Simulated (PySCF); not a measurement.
B(H)(OMe)2, SMILES COBOC, B3LYP/def2-SVP optimised geometry.

```
12

B     -0.21    -0.50     0.00
H     -0.77    -1.57     0.00
O     -0.91     0.67     0.00
C     -2.31     0.73     0.02
H     -2.77    -0.27     0.02
H     -2.65     1.28     0.92
H     -2.68     1.28    -0.87
O      1.14    -0.50     0.00
C      1.92     0.68     0.00
H      1.34     1.57     0.30
H      2.77     0.55     0.69
H      2.33     0.86    -1.01
```

Density from B3LYP/def2-TZVP (PySCF) at that geometry.

Minimum of the electron density along straight lines between bonded atoms, close to the bond critical point (lines longer than 1.1 times the sum of covalent radii, or with two minima, are not listed):

```tsv
bond	length / Å	ρ at the minimum / e bohr⁻³	∇²ρ there / e bohr⁻⁵	position (fraction from the first atom)
B1–H2	1.210	0.183	-0.41	0.44
B1–O3	1.359	0.208	0.97	0.33
O3–C4	1.410	0.258	-0.53	0.65
C4–H5	1.104	0.279	-0.97	0.65
C4–H6	1.103	0.280	-0.98	0.65
C4–H7	1.103	0.280	-0.98	0.65
B1–O8	1.353	0.213	0.95	0.33
O8–C9	1.416	0.255	-0.54	0.65
C9–H10	1.101	0.281	-0.98	0.65
C9–H11	1.101	0.281	-0.98	0.65
C9–H12	1.103	0.279	-0.97	0.65
```
